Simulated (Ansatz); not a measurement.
Consider the formal exchange of groups at the Se–Ge bond: `[CH3][GeH2][SeH]` + `[CH3][AlH][SiH3]` → `[CH3][AlH][SiH2][SeH]` + `[CH3][GeH3]`.

Computed with Ansatz on PBE0-D4/def2-TZVP structures; ΔE is electronic, products minus reactants. CCSD(T)/CBS is the MP2 limit (def2-TZVPP, def2-QZVPP) plus CCSD(T) − MP2 in def2-TZVPP, frozen cores. DFT in def2-TZVPP. For Ge, Se outer-core shells are correlated without core-valence functions, which leaves a few kJ/mol of doubt a bond. Scalar relativity is left out up to krypton. One conformer a species, not always the lowest.

`[CH3][GeH2][SeH]`:

```xyz
9

C     1.235   -0.021   -0.291
Ge   -0.425    0.079    0.724
Se   -2.231    0.676   -0.678
H     1.159   -0.793   -1.058
H     1.430    0.937   -0.774
H     2.066   -0.265    0.372
H    -0.385    1.203    1.773
H    -0.735   -1.264    1.409
H    -2.113   -0.551   -1.477
```

`[CH3][AlH][SiH3]`:

```xyz
10

C    -0.921    0.370   -1.629
Al    0.672    0.272   -0.503
Si    0.515   -0.505    1.827
H    -0.785   -0.229   -2.537
H    -1.831    0.029   -1.132
H    -1.084    1.400   -1.964
H     2.076    0.710   -1.115
H    -0.052   -1.885    1.892
H    -0.409    0.366    2.613
H     1.818   -0.529    2.549
```

`[CH3][AlH][SiH2][SeH]`:

Z-matrix (Å, degrees):
```
C
Al 1 1.951
H 1 1.096 2 109.8
H 1 1.095 2 110.7 3 -117.1
H 1 1.092 2 113.7 3 120.8
Si 2 2.461 1 121.4 3 -114.4
H 2 1.591 1 120.2 3 65.1
Se 6 2.293 2 106.7 1 179.2
H 6 1.493 2 112.5 1 -60.6
H 6 1.493 2 112.5 1 59.0
H 8 1.470 6 95.1 2 -180.0
```

`[CH3][GeH3]`:

Z-matrix (Å, degrees):
```
C
Ge 1 1.953
H 1 1.091 2 110.3
H 1 1.090 2 110.3 3 120.0
H 1 1.090 2 110.3 3 -120.0
H 2 1.539 1 110.4 3 -59.8
H 2 1.539 1 110.4 3 60.2
H 2 1.539 1 110.4 3 -179.8
```

| level | ΔE (kJ/mol) |
| --- | --- |
| PBE0-D4 | -1.0 |
| MP2/def2-QZVPP | -1.7 |

Task: What does CCSD(T)/CBS give? (Best estimate.)

Result: The calculation gave: -2.1 kJ/mol. The listed levels differ from it by 1.1, 0.4 kJ/mol.

Largest T1 diagnostic among the species: 0.011.

At CCSD(T), def2-SVP lies +3.5 kJ/mol from the extrapolated value and def2-TZVPP +3.7 kJ/mol. Leaving LDA and LC-ωPBE aside and taking each functional with its dispersion term where it has one, the values, not all of them listed here, spread over 5.5 kJ/mol, from B97M-V to BLYP-D4.
